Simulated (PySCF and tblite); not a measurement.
The numbers below are computed, except where a source is named.
4-ethynylpyridine, C₇H₅N, numbered as in [CH:1]#[C:2][c:3]1[cH:4][cH:5][n:6][cH:7][cH:8]1.

Classical Langevin dynamics with GFN2-xTB (tblite), gas phase: time step 1.5 fs, H mass 4 u, friction 0.005 fs⁻¹, 100 steps to settle and 8000 to sample, one trajectory a temperature from the lowest conformer.

GIAO shieldings at HF/pcSseg-1 (PySCF) on 6 frames a temperature; like atoms are averaged, and of two unlike H on one atom a is the less shielded at the minimum.

(1) How far do thermal motions move the shieldings from their values at the minimum?

(2) What do the single frames at 450 K give for C3?

Changes within two standard errors are not significant.

Results:

(1) 
| signal | σ at minimum (ppm) | Δσ, 450 K |
| --- | --- | --- |
| C1 | 98.1 | -9.1 ± 3.8 |
| C2 | 115.2 | -2.2 ± 1.5 |
| C3 | 52.1 | -4.1 ± 1.4 |
| C4/C8 | 61.2 | -3.3 ± 1.7 |
| C5/C7 | 34.3 | -2.2 ± 2.4 |
| N6 | -101.4 | -14.9 ± 9.9 |
| H1 | 28.57 | -0.93 ± 0.32 |
| H4/H8 | 24.49 | -0.26 ± 0.18 |
| H5/H7 | 23.13 | -0.32 ± 0.19 |

Errors are standard errors over frames. Zero-point motion is missing, and a reference compound would move too.

(2) 
```tsv
t (fs)	V above the minimum, tight binding (kcal/mol)	E above it, DFT (kcal/mol)	torsions (°)	σ (ppm)
1149	14.8	21.9	none	49.4
3150	13.2	17.5	none	44.5
5150	13.5	23.2	none	47.2
7150	15.0	21.1	none	53.9
9150	15.4	22.7	none	45.3
11151	8.2	9.3	none	47.8
```
